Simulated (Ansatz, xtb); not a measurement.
Isomers of NO2Si in order of energy

3 gas-phase structures of NO2Si, found in a search over its isomers (lower ones may exist). Each was relaxed with GFN2-xTB:

A. `O=[Si]1[N]O1`, a doublet
B. `[N]1O[Si]O1`, a doublet
C. `[N-]=[O+][Si]=O`, a doublet

**Question.** Estimate their order in r2SCAN-D4/def2-SVP energy at these geometries, lowest first.

**Answer.** Calculated order at r2SCAN-D4/def2-SVP: B (0.0), A (29.0), C (87.3) kJ/mol. CCSD(T)/def2-SVP + ΔMP2/def2-TZVPP after further relaxation puts A lowest instead.

Energies above the lowest of each column, in kJ/mol; the last columns are at PBE0-D3(BJ)/def2-SVP geometries and were run for some of them only (a dash: not run or not comparable):

| structure | GFN2-xTB | HF/STO-3G | r2SCAN-D4/def2-SVP | PBE0-D3(BJ)/def2-SVP | CCSD(T)/def2-SVP + ΔMP2/def2-TZVPP |
| --- | --- | --- | --- | --- | --- |
| B | 112.5 | 0.0 | 0.0 | 0.0 | 21.2 |
| A | 0.0 | 342.5 | 29.0 | 39.5 | 0.0 |
| C | 103.4 | 215.7 | 87.3 | – | – |

CCSD(T)/def2-SVP + ΔMP2/def2-TZVPP puts A lowest of those it was run on; HF/STO-3G picks B, r2SCAN-D4/def2-SVP picks B, PBE0-D3(BJ)/def2-SVP picks B. CCSD(T)/def2-SVP + ΔMP2/def2-TZVPP orders those it was run on as A (0.0), B (21.2) kJ/mol. Some further structures that were screened fall inside this span and aren't listed. Flexible structures stand in one conformer each, not always the lowest. Frequencies (PBE0-D3(BJ)/def2-SVP) were run for A, B alone. The ΔMP2 step shifts differences by up to 36.5 kJ/mol, which makes them less sure. Open shells are spin-unrestricted, some with notable spin contamination. ΔMP2 is the change of the MP2 energy from the smaller to the larger basis.

Programs: Ansatz 0.2.0, xtb 6.7.1.
